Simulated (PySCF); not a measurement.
Compound: C6H8F2O.
Structure used (PBE0-D3(BJ)/def2-SVP), in Å, numbered top down from 1:
```xyz
17
C6H8F2O angstrom
C     -1.5873   -0.8951   -1.2700
C     -0.7164   -0.3933   -0.3777
C      0.7076   -0.2251   -0.6408
C      1.5858    0.2848    0.2351
C      3.0439    0.4473   -0.0143
O     -1.0682    0.0064    0.8857
C     -2.3640    0.3282    1.1407
F     -2.3770    1.0336    2.2697
F     -3.1029   -0.7791    1.3424
H     -2.6344   -1.0837   -1.0348
H     -1.2271   -1.1635   -2.2630
H      1.0423   -0.5618   -1.6270
H      1.2055    0.6031    1.2119
H      3.6346   -0.1337    0.7142
H      3.3505    1.4994    0.1108
H      3.3295    0.1221   -1.0253
H     -2.8195    0.9087    0.3174
```

Computed, not measured: TDDFT B3LYP/def2-SVPD, vertical, gas phase, core orbitals frozen in the response in PySCF 2.14.0, density-fitted response routines.

Computed states:

```json
{"state": "S1", "E (eV)": "5.52", "f": "0.651"}
{"state": "S2", "E (eV)": "6.16", "f": "0.0051"}
{"state": "S3", "E (eV)": "6.39", "f": "0.044"}
{"state": "S4", "E (eV)": "6.56", "f": "0.010"}
{"state": "S5", "E (eV)": "6.70", "f": "0.0027"}
{"state": "S6", "E (eV)": "7.18", "f": "0.019"}
```

Broadening: Gaussians 0.3 eV wide at half height, area fixed by f = 4.319×10⁻⁹ ∫ε dν̃. The cross-section is σ = 3.8235×10⁻²¹ ε cm², given in Mb (10⁻¹⁸ cm²). The width is an assumption, not a result. The curve ends short of the highest state used, and states not computed would add to its high-energy end.

(1) What does the envelope look like, and where are its maxima?

(2) On this curve, what absorbance would a 10⁻⁴ mol/L sample give at 193 nm over a 1 cm path?

## Answers

(1) 
```
λ (nm)  σ (Mb)
 188.5    9.23
 189.5   11.37
 190.5   13.48
 191.5   15.29
 192.5   16.53
 193.6   16.99
 194.6   16.49
 195.6   15.22
 196.6   13.39
 197.6   11.27
 198.6    9.14
 199.7    7.02
 200.7    5.40
 201.7    4.10
 202.7    3.09
 203.7    2.32
 204.7    1.74
 205.7    1.33
 206.8    1.08
 207.8    1.12
 208.8    1.52
 209.8    2.52
 210.8    4.47
 211.8    7.86
 212.9   14.03
 213.9   22.63
 214.9   34.79
 215.9   50.99
 216.9   71.33
 217.9   95.33
 219.0  124.60
 220.0  151.89
 221.0  177.53
 222.0  199.18
 223.0  214.75
 224.0  222.71
 225.1  221.93
 226.1  212.85
 227.1  196.99
 228.1  176.07
 229.1  152.14
 230.1  127.20
 231.2  100.66
 232.2   78.75
 233.2   59.77
 234.2   44.04
 235.2   31.53
 236.2   21.95
 237.3   14.28
 238.3    9.40
 239.3    6.03
 240.3    3.77
 241.3    2.30
 242.3    1.37
 243.4    0.76
 244.4    0.43
```

Maxima: 224 nm (5.52 eV), ε about 58000, made up of S1 (100%); 194 nm (6.41 eV), ε about 4400, made up of S3 (88%) and S4 (10%) (ε in L mol⁻¹ cm⁻¹; maxima over ε = 5, shares over 10%).

(2) 193 nm is 6.424 eV, where ε is about 4400 L mol⁻¹ cm⁻¹, so A = ε c l ≈ 0.44 (Beer–Lambert, with the gas-phase spectrum and the assumed width).

One conformer stands for the species.
